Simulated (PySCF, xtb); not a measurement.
AlCl2HSe, SMILES [Cl][Al]([Cl])[SeH]. The values are those of a single conformer.

Harmonic wavenumbers (cm⁻¹) from GFN2-xTB (xtb) at its own minimum, in rising order: 93, 107, 188, 195, 305, 483, 534, 637, 2034.

Problem. What does PBE-D3(BJ)/def2-SVP in PySCF give at its own minimum? (An estimate is asked for; the answer gives what the named calculation found.)

Solution. 101, 126, 177, 236, 299, 538, 553, 629, 2357. Paired by order, the mean absolute difference is 54 cm⁻¹ and the zero-point energies are 6.5 and 7.2 kcal/mol.
